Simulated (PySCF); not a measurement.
Gas-phase reaction: 2 Li + Br₂ → Li₂Br₂

Energies from PySCF, thermal terms from the rigid-rotor harmonic-oscillator model, ideal gas at 1 bar. † marks an energy on the PBE0/def2-TZVP geometry and frequencies; other levels use their own. MP2 freezes the core. 6-31G* has spherical d functions here. Open shells (unrestricted): Li (multiplicity 2); the rest are closed-shell singlets. B3LYP is the form with VWN-RPA correlation. For Li the outer core is correlated in a valence basis, which is rough. Br: all electrons, no relativistic terms. MP2 isn't extrapolated to the basis-set limit; its ΔH°(298 K) is -828.2 kJ in def2-SVP and -821.3 kJ in def2-TZVPP. The harmonic model lacks anharmonicity and excited electronic states, which grow with temperature; levels with a mode under 35 cm⁻¹ are left out.

| level | ΔE electronic, kJ | ΔH°(298 K), kJ | ΔS°(298 K), J/K | ΔG°(1400 K), kJ |
|---|---|---|---|---|
| B3LYP/def2-TZVP† | -811 | -807 | -207 | -518 |
| BLYP/def2-TZVP† | -784 | -780 | -207 | -491 |
| HF/6-31G* | -771 | -768 | -205 | -482 |
| MP2/def2-SVP† | -832 | -828 | -207 | -539 |
| MP2/def2-TZVPP† | -825 | -821 | -207 | -532 |
| PBE/def2-SVP | -804 | -800 | -207 | -510 |
| PBE/def2-TZVP† | -779 | -775 | -207 | -486 |
| PBE0/def2-TZVP | -800 | -796 | -207 | -507 |
| LDA/def2-TZVP† | -817 | -813 | -207 | -524 |
| ωB97X-V/def2-TZVP† | -827 | -823 | -207 | -534 |
ΔH° is lowest at MP2/def2-SVP† and highest at HF/6-31G*. No reference value is set beside these.
